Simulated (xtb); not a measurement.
C₃H₆BFO, SMILES C=C(F)B(C)O. All values are semi-empirical tight-binding results from xtb (GFN2-xTB unless named), good for trends rather than for accurate numbers. Geometry optimised at GFN2-xTB. This is a generated structure with no PubChem entry under its InChIKey; it may be hypothetical. The values are those of a single conformer.

Optimised geometry:

```xyz
12

C      1.8805     0.6266     0.1271
C      0.7325     0.0094     0.3774
F      0.6888    -0.7988     1.4796
B     -0.5966     0.1036    -0.4628
C     -1.8774    -0.7186    -0.0131
O     -0.5509     0.9023    -1.5351
H      2.7478     0.5070     0.7548
H      1.9564     1.2696    -0.7288
H     -2.7225    -0.6167    -0.6915
H     -2.2055    -0.4033     0.9761
H     -1.6458    -1.7779     0.0757
H     -1.3527     0.9694    -2.0557
```

- orbital gap: 4.23 eV
- dipole moment: 3.05 D
- zero-point energy: 55.3 kcal/mol
- G − E(el) at 298.15 K (modified RRHO): 35.4 kcal/mol
- static polarisability (D4 model): 55.1 bohr³
- solvation energy, GFN2-xTB/ALPB(water): -6.2 kcal/mol
- solvation energy, GFN2-xTB/ALPB(benzene): -5.4 kcal/mol

Task: Give the IR lines (harmonic; lines under 4 % of the strongest left out, lines within 3 cm⁻¹ merged). (Estimate from the structure and the level; the computed values follow.)

Result: ν (cm⁻¹): 512 (w), 649 (m), 666 (w), 859 (m), 902 (m), 912 (m), 929 (w), 1109 (m), 1225 (vs), 1321 (s), 1362 (w), 1392 (w), 1657 (w), 3019 (m), 3595 (w) (against the strongest line: vs over 80 %, s over 45 %, m over 15 %, w over 4 %, vw less)

Task: Give the atomic charges and the Wiberg bond orders between heavy atoms. (Estimate from the structure and the level; the computed values follow.)

Result: charges (e) C1 -0.10, C2 0.08, F3 -0.25, B4 0.33, C5 -0.20, O6 -0.43, H7 0.06, H8 0.06, H9 0.02, H10 0.05, H11 0.05, H12 0.31. Bond orders C1–C2 1.88, C2–F3 0.95, C2–B4 0.97, B4–C5 1.02, B4–O6 1.28.
